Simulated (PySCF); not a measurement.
A structure optimised at TPSSh-D3(BJ)/def2-SVP, used in a PySCF frequency run:

```xyz
9

C     -1.4950     1.6798     0.0000
C     -0.3472     0.7203     0.0000
Cl     1.2443     1.4191     0.0000
C     -0.4855    -0.6165     0.0000
F     -1.6961    -1.1787     0.0000
Cl     0.7898    -1.7653     0.0000
H     -2.4482     1.1353     0.0000
H     -1.4511     2.3280     0.8899
H     -1.4511     2.3280    -0.8899
```
Charge 0, spin multiplicity 1.

Q: Write its SMILES, formula and point group.

A: C/C(Cl)=C(\F)Cl, C3H3Cl2F, Cs

Q: What are its rotational constants (standard atomic weights)?

A: 2.9262, 1.8859, 1.1552 GHz
